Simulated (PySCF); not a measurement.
Vertical excitations of a molecule C₅H₇F from PySCF with TDA-M06-2X/def2-SVPD, as energy in eV (oscillator strength): 6.99 (0.041), 7.05 (0.342), 7.34 (0.054), 7.56 (0.091), 7.88 (0.017), 7.93 (0.012), 8.15 (0.247), 8.22 (0.163), 8.25 (0.027), 8.34 (0.140). Lowest triplet (TDA): 4.67 eV. Coordinates come from a B3LYP-D3(BJ)/def2-SVP optimisation. Other conformers were not sampled.

Which molecule gave these data?
(A) C=CC/C=C\F
(B) C[C@@H]1C=C[C@@H]1F
(C) F[C@H]1C=CCC1
(D) C=C/C(F)=C\C

A, C=CC/C=C\F
